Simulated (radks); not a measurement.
Values are calculated unless marked as measured or tabulated.
Charge is removed step by step from the 4p3/2 level of neutral iodine, starting from [Ar] 3d10 4s2 4p(1/2: 2, 3/2: 4) 4d10 5s2 5p5. Code: a radial shooting solver on a logarithmic mesh with Libxc functionals. Model: Dirac Kohn-Sham, PBEsol, spin-unpolarised, spherical densities, point nucleus; open shells fill j = l - 1/2 first.

| removed (e) | E - E(0) (eV) | eigenvalue (eV) | E minus straight line (eV) |
|---|---|---|---|
| 0 | 0.000 | -123.81 | 0.000 |
| 0.1 | 12.466 | -125.52 | -0.799 |
| 0.2 | 25.104 | -127.25 | -1.426 |
| 0.3 | 37.917 | -129.00 | -1.879 |
| 0.4 | 50.906 | -130.78 | -2.155 |
| 0.5 | 64.073 | -132.57 | -2.253 |
| 0.6 | 77.420 | -134.38 | -2.171 |
| 0.7 | 90.950 | -136.22 | -1.906 |
| 0.8 | 104.66 | -138.07 | -1.457 |
| 0.9 | 118.56 | -139.94 | -0.822 |
| 1 | 132.65 | -141.82 | 0.000 |

Removing the whole electron costs 132.65 eV by Delta-SCF, against 123.81 eV from minus the eigenvalue at the starting occupation. Slater's transition state (half an electron removed) gives 132.57 eV. Integrating minus the eigenvalue over the occupation (Janak's theorem) gives 132.65 eV. The mean slope of the eigenvalue, de/dn, is 18.0 eV per electron.
